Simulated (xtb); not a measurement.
Calculation: GFN2-xTB (xtb 6.7.1).

```
xtb start.xyz --ohess tight --gfn 2 --chrg 0 --uhf 0 --iterations 400

# start.xyz
8

C     -1.401020    -0.136149     0.106703
C      0.023712     0.066826    -0.062807
C      1.198277     0.244734    -0.209076
O      2.473406     0.524562    -0.369167
H     -1.867189     0.767051     0.509654
H     -1.574693    -0.960030     0.801728
H     -1.863435    -0.377332    -0.850806
H      3.019695    -0.169003     0.114695
```

Output:

```
[...]
         9        2.0000           -0.4799278             -13.0595
        10        2.0000           -0.3902926             -10.6204
        11        2.0000           -0.3720410             -10.1237 (HOMO)
        12                         -0.1318460              -3.5877 (LUMO)
        13                         -0.1153343              -3.1384
        14                          0.0319127               0.8684
        15                          0.1578180               4.2944
        16                          0.1814634               4.9379
       ...                                ...                  ...
        20                          1.4708643              40.0243
      -------------------------------------------------------------
                  HL-Gap            0.2401950 Eh            6.5360 eV
             Fermi-level           -0.2519435 Eh           -6.8557 eV


         :::::::::::::::::::::::::::::::::::::::::::::::::::::
         ::                     SUMMARY                     ::
         :::::::::::::::::::::::::::::::::::::::::::::::::::::
         :: total energy             -12.451751441914 Eh    ::
         :: gradient norm              0.000282657036 Eh/a0 ::
         :: HOMO-LUMO gap              6.536038250232 eV    ::
         ::.................................................::
         :: SCC energy               -12.671175338590 Eh    ::
         :: -> isotropic ES            0.018199015141 Eh    ::
         :: -> anisotropic ES          0.005517283731 Eh    ::
         :: -> anisotropic XC          0.003719407848 Eh    ::
         :: -> dispersion             -0.002805240654 Eh    ::
         :: repulsion energy           0.219423896677 Eh    ::
         :: add. restraining           0.000000000000 Eh    ::
         :: total charge              -0.000000000000 e     ::
         :::::::::::::::::::::::::::::::::::::::::::::::::::::

           -------------------------------------------------
          |                Numerical Hessian                |
           -------------------------------------------------
step length          :   0.00500
SCC accuracy         :   0.30000
Hessian scale factor :   1.00000
frozen atoms in %    :   0.00000    0
RMS gradient         :   0.00028
estimated CPU  time      0.00 min
estimated wall time      0.00 min

writing file <hessian>.

 projected vibrational frequencies (cm⁻¹)
eigval :       -0.00    -0.00     0.00     0.00     0.00     0.00
eigval :       15.47   188.35   229.47   278.81   297.45   791.63
eigval :     1027.75  1038.41  1164.94  1275.49  1396.50  1461.28
eigval :     1464.82  2472.35  2996.38  2999.69  3008.07  3498.59
           -------------------------------------------------
          |                Property Printout                |
           -------------------------------------------------

    * Orbital Energies and Occupations

         #    Occupation            Energy/Eh            Energy/eV
      -------------------------------------------------------------
         1        2.0000           -0.7049394             -19.1824
         2        2.0000           -0.6240161             -16.9803
         3        2.0000           -0.6040341             -16.4366
         4        2.0000           -0.5815149             -15.8238
         5        2.0000           -0.5417898             -14.7429
         6        2.0000           -0.5142789             -13.9942
         7        2.0000           -0.4844190             -13.1817
         8        2.0000           -0.4822891             -13.1238
         9        2.0000           -0.4799277             -13.0595
        10        2.0000           -0.3902926             -10.6204
        11        2.0000           -0.3720410             -10.1238 (HOMO)
        12                         -0.1318460              -3.5877 (LUMO)
        13                         -0.1153344              -3.1384
        14                          0.0319127               0.8684
        15                          0.1578180               4.2944
        16                          0.1814634               4.9379
        17                          0.2362527               6.4288
        18                          0.2375214               6.4633
        19                          0.3506981               9.5430
        20                          1.4708643              40.0243
      -------------------------------------------------------------
                  HL-Gap            0.2401950 Eh            6.5360 eV
             Fermi-level           -0.2519435 Eh           -6.8557 eV

     #   Z          covCN         q      C6AA      α(0)
     1   6 C        3.753    -0.081    22.105     6.704
     2   6 C        1.960    -0.100    33.828     9.393
     3   6 C        1.836     0.076    29.245     8.737
     4   8 O        1.660    -0.346    19.823     6.010
     5   1 H        0.925     0.051     2.309     2.376
     6   1 H        0.925     0.050     2.314     2.379
     7   1 H        0.925     0.050     2.317     2.380
     8   1 H        0.805     0.299     0.725     1.337

 Mol. C6AA /au·bohr⁶  :        661.613692
 Mol. C8AA /au·bohr⁸  :      15412.409198
 Mol. α(0) /au        :         39.316430

Wiberg/Mayer (AO) data.
largest (>0.10) Wiberg bond orders for each atom

 ---------------------------------------------------------------------------
     #   Z sym  total        # sym  WBO       # sym  WBO       # sym  WBO
 ---------------------------------------------------------------------------
     1   6 C    3.997 --     2 C    1.063     7 H    0.968     5 H    0.968
                             6 H    0.967
     2   6 C    3.968 --     3 C    2.716     1 C    1.063     4 O    0.154
     3   6 C    3.926 --     2 C    2.716     4 O    1.116
     4   8 O    2.169 --     3 C    1.116     8 H    0.878     2 C    0.154
     5   1 H    0.997 --     1 C    0.968
     6   1 H    0.997 --     1 C    0.967
     7   1 H    0.997 --     1 C    0.968
     8   1 H    0.911 --     4 O    0.878
 ---------------------------------------------------------------------------

Topologies differ in total number of bonds
Writing topology from bond orders to xtbtopo.mol

molecular dipole:
                 x           y           z       tot (Debye)
 q only:       -0.041      -0.422       0.308
   full:        0.016      -0.580       0.423       1.826
molecular quadrupole (traceless):
                xx          xy          yy          xz          yz          zz
 q only:        3.560      -2.762      -1.864       1.979       0.288      -1.696
  q+dip:        6.124      -3.642      -3.188       2.599       0.424      -2.936
   full:        4.763      -4.025      -2.476       2.886       0.332      -2.287

           -------------------------------------------------
          |                Geometry Summary                 |
           -------------------------------------------------

      molecular mass/u    :       56.0633756
   center of mass at/Å    :        0.6278033       0.1701250      -0.1246185
  moments of inertia/u·Å² :        0.3912598E+01   0.1419276E+03   0.1426690E+03
rotational constants/cm⁻¹ :        0.4308552E+01   0.1187763E+00   0.1181591E+00

 * 6 selected distances

     #   Z          #   Z                                           value/Å
     2   6 C        3   6 C                                       1.1969259
     3   6 C        4   8 O                                       1.3132693 (max)
     1   6 C        5   1 H                                       1.0897942
     1   6 C        6   1 H                                       1.0897314
     1   6 C        7   1 H                                       1.0898684
     4   8 O        8   1 H                                       0.9637456 (min)

 * 4 distinct bonds (by element types)

   Z      Z             #   av. dist./Å        max./Å        min./Å
   1 H    6 C           3     1.0897980     1.0898684     1.0897314
   6 C    6 C           1     1.1969259     1.1969259     1.1969259
   1 H    8 O           1     0.9637456     0.9637456     0.9637456
   6 C    8 O           1     1.3132693     1.3132693     1.3132693

           -------------------------------------------------
Molecule has no symmetry elements
It seems to be the C1 point group
          |               Frequency Printout                |
           -------------------------------------------------
 projected vibrational frequencies (cm⁻¹)
eigval :       -0.00    -0.00     0.00     0.00     0.00     0.00
eigval :       15.47   188.35   229.47   278.81   297.45   791.63
eigval :     1027.75  1038.41  1164.94  1275.49  1396.50  1461.28
eigval :     1464.82  2472.35  2996.38  2999.69  3008.07  3498.59
 reduced masses (amu)
   1:  5.08   2: 13.41   3: 12.34   4:  8.53   5: 10.54   6: 11.76   7:  2.02   8: 10.18
   9:  9.92  10: 11.55  11: 12.31  12: 12.08  13:  3.79  14:  3.78  15:  3.76  16: 11.02
  17:  4.02  18:  1.54  19:  1.54  20: 12.02  21:  1.95  22:  1.93  23:  1.26  24:  1.87
 IR intensities (km·mol⁻¹)
   1: 21.27   2:  0.22   3:  0.03   4: 12.30   5:  1.53   6:  0.50   7:137.77   8:  6.68
   9:  4.68  10: 10.41  11:  1.48  12: 20.59  13: 12.02  14:  8.75  15:225.12  16:182.43
  17:  9.91  18:  4.34  19:  4.20  20:134.47  21: 31.09  22: 30.21  23: 27.34  24: 17.60
 Raman intensities (Ä⁴*amu⁻¹)
   1:  0.00   2:  0.00   3:  0.00   4:  0.00   5:  0.00   6:  0.00   7:  0.00   8:  0.00
   9:  0.00  10:  0.00  11:  0.00  12:  0.00  13:  0.00  14:  0.00  15:  0.00  16:  0.00
  17:  0.00  18:  0.00  19:  0.00  20:  0.00  21:  0.00  22:  0.00  23:  0.00  24:  0.00
 output can be read by thermo (or use thermo option).
 writing <g98.out> molden fake output.
 recommended (thermochemical) frequency scaling factor: 1.0
           -------------------------------------------------
          |             Thermodynamic Functions             |
           -------------------------------------------------

c1  symmetry found (for desy threshold:  0.10E+00) used in thermo

          ...................................................
          :                      SETUP                      :
          :.................................................:
          :  # frequencies                          18      :
          :  # imaginary freq.                       0      :
          :  linear?                             false      :
          :  only rotor calc.                    false      :
          :  symmetry                               c1      :
          :  rotational number                       1      :
          :  scaling factor                  1.0000000      :
          :  rotor cutoff                   50.0000000 cm⁻¹ :
          :  imag. cutoff                  -20.0000000 cm⁻¹ :
          :.................................................:

    mode    ω/cm⁻¹     T·S(HO)/kcal·mol⁻¹    T·S(FR)/kcal·mol⁻¹   T·S(vib)
   ------------------------------------------------------------------------
       1     15.47    -2.13020 (  0.91%)    -1.40081 ( 99.09%)    -1.40743
       2    188.35    -0.66906 ( 99.51%)    -0.66338 (  0.49%)    -0.66903
       3    229.47    -0.56144 ( 99.78%)    -0.60493 (  0.22%)    -0.56154
       4    278.81    -0.45944 ( 99.90%)    -0.54727 (  0.10%)    -0.45953
       5    297.45    -0.42672 ( 99.92%)    -0.52811 (  0.08%)    -0.42680
   ------------------------------------------------------------------------

   temp. (K)  partition function   enthalpy   heat capacity  entropy
                                   cal/mol     cal/K/mol   cal/K/mol   J/K/mol
 298.15  VIB   64.5                 1927.563     10.057     12.323
         ROT  0.215E+05              888.752      2.981     22.806
         INT  0.139E+07             2816.315     13.038     35.129
         TR   0.406E+27             1481.254      4.968     37.976
         TOT                        4297.5692    18.0065    73.1044   305.8686

       T/K    H(0)-H(T)+PV         H(T)/Eh          T*S/Eh         G(T)/Eh
   ------------------------------------------------------------------------
    298.15    0.684861E-02    0.651821E-01    0.347342E-01    0.304479E-01
   ------------------------------------------------------------------------

         :::::::::::::::::::::::::::::::::::::::::::::::::::::
         ::                  THERMODYNAMIC                  ::
         :::::::::::::::::::::::::::::::::::::::::::::::::::::
         :: total free energy         -12.421303583609 Eh   ::
         ::.................................................::
         :: total energy              -12.451751441913 Eh   ::
         :: zero point energy           0.058333485907 Eh   ::
         :: G(RRHO) w/o ZPVE           -0.027885627603 Eh   ::
         :: G(RRHO) contrib.            0.030447858304 Eh   ::
         :::::::::::::::::::::::::::::::::::::::::::::::::::::

optimized geometry written to: xtbopt.xyz

           -------------------------------------------------
          | TOTAL ENERGY              -12.451751441913 Eh   |
          | TOTAL ENTHALPY            -12.386569343586 Eh   |
          | TOTAL FREE ENERGY         -12.421303583609 Eh   |
          | GRADIENT NORM               0.000282695232 Eh/α |
          | HOMO-LUMO GAP               6.536038121956 eV   |
           -------------------------------------------------

------------------------------------------------------------------------
```

Cost: around 0.24 core-seconds (rough).
